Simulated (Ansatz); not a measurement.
`O[Si]1(Cl)C=N1` → `O=C=N[SiH2]Cl`  (isomerisation)

Computed with Ansatz on PBE0-D4/def2-TZVP structures; ΔE is electronic, products minus reactants. CBS: MP2 limit from def2 TZ/QZ plus the TZ coupled-cluster correction, frozen cores. This one scheme is used for every species. DFT in def2-TZVPP. B3LYP here is the variant with VWN-RPA as its local correlation; programs differ in this. HSE06 is defined as in plane-wave codes. One conformer a species, not always the lowest.

`O[Si]1(Cl)C=N1`:

Z-matrix (Å, degrees):
```
Si
Cl 1 2.014
C 1 1.750 2 124.0
O 1 1.622 2 106.1 3 -163.2
N 1 1.745 2 120.4 3 52.0
H 3 1.093 1 165.3 2 -81.1
H 4 0.960 1 116.7 2 -175.3
```

`O=C=N[SiH2]Cl`:

Cartesian coordinates in Å:
```
O 2.685 0.668 1.126
C 1.647 0.576 0.613
N 0.584 0.526 0.066
Si -0.898 -0.157 -0.410
Cl -1.107 -2.030 0.386
H -1.994 0.689 0.100
H -0.917 -0.272 -1.880
```

CCSD(T)/CBS gives -24.7 kcal/mol.

Task: Another level gave -33.4 kcal/mol. Which?
A. revPBE-D4/def2-TZVPP
B. LC-ωPBE/def2-TZVPP
C. HSE06-D4/def2-TZVPP
D. B3LYP/def2-TZVPP

Result: D. B3LYP -33.4, revPBE-D4 -31.4, HSE06-D4 -29.3, LC-ωPBE -28.3 kcal/mol.

Largest T1 diagnostic among the species: 0.014.

From r2SCAN to r2SCAN0 (25 % exact exchange), in def2-TZVPP and without D4, ΔE moves by +1.7 kcal/mol. At CCSD(T), def2-SVP lies −14.1 kcal/mol from the extrapolated value and def2-TZVPP −2.0 kcal/mol.
